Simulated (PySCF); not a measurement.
Input of a run (PBE0-D3(BJ)/def2-SVP geometry optimisation, gas phase (PySCF 2.14.0)), started from GFN2-xTB:
```
{"job": {"xc": "PBE0", "basis": "def2-SVP", "d3": "d3bj", "grid": 1, "shake": 0.01, "kind": "geom"}, "charge": 0, "multiplicity": 1}
Cl    -1.882380    -2.068840    -1.347620
Ge    -1.014010    -0.984740     0.233720
C     -0.979490     0.966110    -0.059030
C      0.352310     1.339790    -0.163750
C      1.346660     0.297780    -0.058960
C      0.955950    -0.950980     0.155060
H     -1.638030    -1.482370     1.523310
H     -1.760810     1.670830    -0.124320
H      0.631150     2.364280    -0.308040
H      2.382920     0.598880    -0.126620
H      1.643830    -1.776580     0.260590
```

Output (energies in Eh, forces in Eh/bohr):
```
step   0  E = -2691.52101520  max force = 0.063949
step   1  E = -2691.52599664  max force = 0.014078
step   2  E = -2691.52769209  max force = 0.004424
step   3  E = -2691.52800727  max force = 0.002841
step   4  E = -2691.52801885  max force = 0.006034
step   5  E = -2691.52828803  max force = 0.002125
step   6  E = -2691.52833730  max force = 0.000900
step   7  E = -2691.52832898  max force = 0.001007
step   8  E = -2691.52833042  max force = 0.000926
step   9  E = -2691.52833538  max force = 0.000813
step  10  E = -2691.52833906  max force = 0.000673
step  11  E = -2691.52834181  max force = 0.000536
step  12  E = -2691.52834448  max force = 0.000468
optimisation converged
```

Q: Summarise the run.

A: The energy falls by 0.199 eV over 13 energy and gradient evaluations, the largest force component goes from 0.0639 to 4.7e-04 Eh/bohr, and the atoms move by 0.040 Å rms after alignment. The bond that changes most is Cl1–Ge2 (ends: chlorine bonded to Ge; germanium bonded to 2 C, Cl and H), which lengthens by 0.060 Å. Bonds longer at the end by more than 0.005 Å: 8 of 11; shorter: 3. Among the angles that change most is C3–Ge2–C6, from 87.7° to 90.7°. The energy rose by more than 1e-6 Eh at step 7. The first step brought 68 % of the lowering.

Q: What are the final bond lengths?

A: Cl1–Ge2 2.165 Å, Ge2–C3 1.940 Å, C3=C4 1.346 Å, C4–C5 1.486 Å, C5=C6 1.345 Å, Ge2–C6 1.940 Å, Ge2–H7 1.535 Å, C3–H8 1.091 Å, C4–H9 1.096 Å, C5–H10 1.096 Å, C6–H11 1.091 Å. Numbering counts from 1 in the input's order; the species is `[Cl][GeH]1[CH]=CC=[CH]1`.

The run used 131 basis functions and 79 SCF cycles in all. The run took 2.9 min on an Arm Neoverse N1 with one thread, no GPU, shared host, and the process peaked at 0.52 GiB of memory.

No PBE0-D3(BJ)/def2-SVP frequencies stand behind this structure, so it isn't proved a minimum.
